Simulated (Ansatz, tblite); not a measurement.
Forces on ReO3F at its PBE0-D4/def2-SVP geometry. The state is a singlet with charge 0.

In the def2 sets Re takes a core potential; there is no spin–orbit coupling. The xTB rows come from tblite. Correlated methods freeze 4 core orbitals; core or outer-core shells of Re are correlated, in sets that lack core-valence functions.

GFN1-xTB (tblite), largest force 1.88 eV/Å:

```xyz
5
positions Å, forces eV/Å
Re   -0.007    0.004   -0.008    0.028   -0.017    0.032
O    -1.558   -0.650    0.134    1.444    0.565   -0.078
O    -0.127    1.683    0.127    0.152   -1.543   -0.072
O     0.581   -0.361   -1.549   -0.489    0.304    1.442
F     1.111   -0.677    1.296   -1.134    0.692   -1.324
```

GFN2-xTB (tblite), largest force 1.19 eV/Å:

```
Re 0.091 -0.056 0.106
O 1.062 0.503 -0.165
O 0.033 -1.176 -0.160
O -0.477 0.296 1.046
F -0.709 0.432 -0.827
```

B2PLYP/def2-TZVP (Ansatz), largest force 1.85 eV/Å:

```
Re 0.889 -0.542 1.037
O -1.694 -0.724 0.167
O -0.122 1.839 0.160
O 0.656 -0.407 -1.681
F 0.272 -0.166 0.317
```
